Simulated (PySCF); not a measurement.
Calculation: TPSSh-D3(BJ)/def2-TZVP // B3LYP-D3(BJ)/def2-TZVP in PySCF 2.14.0. Isolated molecules, 0 K electronic values unless said otherwise. One relaxed conformer stands for a flexible species; it need not be the lowest. Excitations are Tamm–Dancoff values on a coarser integration grid. The basis has no diffuse functions, so Rydberg states are missing or too high.

Reference species (SMILES): `[H]/N=C(/C)N` (neutral, multiplicity 1).

```yaml
S1–T1 gap (TDA): 1.25 eV
T1 excitation (TDA): 4.94 eV
HOMO: -6.22 eV
S1 excitation (TDA): 6.19 eV
```

After one change: the S1–T1 gap (TDA) goes up by 0.05 eV; the T1 excitation (TDA) falls by 0.23 eV; the HOMO goes up by 0.16 eV; the S1 excitation (TDA) decreases by 0.18 eV.

Question: Name the change that produced these shifts. The new species is one of these.
(A) `C/N=C\N`
(B) `C=NCN`
(C) `C=C(N)N`
(D) `C1NCN1`

Answer: A, `C/N=C\N`
